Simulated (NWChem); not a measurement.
System: C$_{3}$H$_{6}$ClF; SMILES F[C@H](CC)Cl

```xyz
11

C     -0.8561     1.6880     0.5856
C     -0.2208     1.1513    -0.6951
C      0.5703    -0.1317    -0.5067
F      1.5602     0.0481     0.4236
Cl    -0.4985    -1.4965     0.0351
H     -1.5873     0.9637     0.9952
H     -1.3820     2.6433     0.3942
H     -0.0843     1.8668     1.3595
H      0.4911     1.8941    -1.1178
H     -0.9850     0.9646    -1.4776
H      1.0367    -0.4863    -1.4492
```
Atoms are numbered in this order, from 1.

Results from NWChem. Pople sets run with spherical d functions. Coordinates come from a PBE-D3(BJ)/def2-SVP optimisation. Level: B3LYP/6-31G* with SMD (1 M gas to 1 M solution), gas-phase geometry.

Question: Predict the results for solvent n-hexane. Quantities: solvation free energy (kcal/mol); cavity-dispersion-structure term (kcal/mol); dipole in solution (D).

Answer: The solvation free energy (kcal/mol) is -3.7 and the cavity-dispersion-structure term (kcal/mol) is -2.1. The dipole in solution (D) comes out as 2.49.
